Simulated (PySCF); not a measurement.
Species: C₉H₇ (doublet state).
Numbering: `[C:1]#[C:2][C:3](=[C:4]=[C:5]=[CH2:6])/[CH:7]=[CH:8]\[CH3:9]` (hydrogens: H10, H11 on C6; H12 on C7; H13 on C8; H14, H15, H16 on C9)

Method: PySCF 2.14.0, UKS B3LYP, pcH-1 on C H, non-relativistic, mean-field spin-orbit, GIAO. Isolated species at its GFN2-xTB geometry (one conformer only). The geometry wasn't refined by DFT: couplings that depend on bond lengths, twists or pyramidal angles can differ widely from those at the functional's own minimum. The frame is twisted about the C2–C3 bond at this geometry (dihedral C1–C2–C3–C7 = 76°); couplings at other torsion angles weren't computed.

Output of the driver script. The program numbers atoms from 0.

```
UKS, coarse grid
  cycle   1  E = -346.77315341  |g| = 4.19e-01
  cycle   2  E = -344.82584567  |g| = 1.38e+00
  cycle   3  E = -346.85208451  |g| = 2.77e-01
  cycle   4  E = -346.90463360  |g| = 8.12e-02
  cycle   5  E = -346.90822666  |g| = 5.22e-02
  cycle   6  E = -346.90934264  |g| = 3.50e-02
  cycle   7  E = -346.91037692  |g| = 2.18e-02
  cycle   8  E = -346.91089388  |g| = 1.47e-02
  cycle   9  E = -346.91121307  |g| = 7.02e-03
  cycle  10  E = -346.91127129  |g| = 3.87e-03
  cycle  11  E = -346.91130818  |g| = 3.68e-03
  cycle  12  E = -346.91132248  |g| = 1.25e-03
  cycle  13  E = -346.91132809  |g| = 8.89e-04
UKS, final grid
  cycle   1  E = -346.91130368  |g| = 1.42e-03
  cycle   2  E = -346.91130122  |g| = 2.75e-03
  cycle   3  E = -346.91130533  |g| = 3.11e-04
  cycle   4  E = -346.91130549  |g| = 2.02e-04
  cycle   5  E = -346.91130579  |g| = 3.28e-04
  cycle   6  E = -346.91130595  |g| = 7.76e-05
  cycle   7  E = -346.91130596  |g| = 6.96e-05
  cycle   8  E = -346.91130596  |g| = 3.53e-05
  cycle   9  E = -346.91130596  |g| = 1.53e-05
E = -346.91130596 Eh   <S^2> = 0.8254 (exact 0.7500)
g shifts (ppm)      1          2          3
  rmc          -146       -146       -146
  gc              5          5         31
  oz_so        -165       1319       3326
  total        -306       1179       3212
hyperfine (MHz)  atom isotope    a_iso     a_fc   dipolar eigenvalues
    0   13C     157.22     157.22    -56.76    -32.22     88.98
    1   13C      25.35      25.35    -28.09    -18.75     46.84
    2   13C     -19.28     -19.28    -15.65      5.62     10.03
    3   13C      29.23      29.23    -28.84    -20.24     49.08
    4   13C     -38.86     -38.86    -18.40      2.26     16.13
    5   13C      33.08      33.08    -31.67    -30.92     62.58
    6   13C       4.81       4.81     -2.37     -1.36      3.73
    7   13C      -5.66      -5.66     -8.71      4.06      4.65
    8   13C       3.16       3.16     -0.75     -0.26      1.00
    9    1H     -27.85     -27.85    -14.06     -0.93     14.99
   10    1H     -28.07     -28.07    -14.44     -0.87     15.31
   11    1H      -2.92      -2.92     -1.38     -0.57      1.95
   12    1H       3.83       3.83     -1.26     -0.59      1.85
   13    1H      -8.40      -8.40     -1.21     -0.78      1.99
   14    1H       1.31       1.31     -0.58     -0.38      0.96
   15    1H      -5.00      -5.00     -1.95     -1.58      3.52
```

Task: Can this result be taken as it stands? Point to the evidence in the output.

Result: No. ⟨S²⟩ = 0.825 is 10 % above the exact 0.750: the determinant holds components of higher spin, so its spin density, and the couplings taken from it, aren't those of a pure doublet state. Most negative Mulliken spin populations: C5 (-0.17) and C3 (-0.11), with atoms counted from 1.
